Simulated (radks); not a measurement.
The numbers below are computed, except where a source is named.
The chromium ion Cr+ inside a hard spherical wall (all orbitals vanish at R), configuration held at [Ar] 3d5 and not refilled when levels cross. Code: a radial shooting solver on a logarithmic mesh with Libxc functionals. Model: scalar-relativistic Kohn-Sham, LDA (Slater exchange, VWN5 correlation), spin-polarised, spherical densities, point nucleus; open shells are filled with parallel spins first. Eigenvalues in eV for spin up, with the zero of energy where the potential of the charges vanishes at infinity; a dash marks a level that is unbound or too diffuse for the functional's potential to be trusted. A positive occupied level is held by the wall or, in an anion where self-interaction has pushed it up, behind a barrier. The pressure on the wall is -dE/dV.

| R (bohr) | E (hartree) | kinetic (hartree) | e(2p) | e(3s) | e(3p) | e(3d) | e(4s, empty) | e(4p, empty) | pressure (GPa) |
|---|---|---|---|---|---|---|---|---|---|
| free | -1048.39891 | 1058.493 | -566.63 | -81.682 | -53.498 | -11.126 | -10.624 | -6.347 | 0 |
| 12 | -1048.39891 | 1058.493 | -566.63 | -81.682 | -53.498 | -11.125 | -10.624 | -6.345 | < 0.0001 |
| 10 | -1048.39891 | 1058.493 | -566.63 | -81.681 | -53.498 | -11.125 | -10.623 | -6.329 | 0.000203 |
| 8 | -1048.39878 | 1058.495 | -566.61 | -81.666 | -53.483 | -11.111 | -10.596 | -6.201 | 0.00789 |
| 7 | -1048.39825 | 1058.499 | -566.56 | -81.620 | -53.438 | -11.070 | -10.512 | -5.948 | 0.0496 |
| 5 | -1048.38420 | 1058.589 | -565.76 | -80.927 | -52.765 | -10.422 | -9.134 | -3.429 | 2.12 |
| 3.5 | -1048.24276 | 1059.231 | -561.60 | -77.610 | -49.563 | -6.977 | -0.577 | 8.179 | 49.6 |
| 2.5 | -1047.40003 | 1062.814 | -548.85 | -68.730 | -40.655 | 3.851 | 31.609 | 45.422 | 803 |
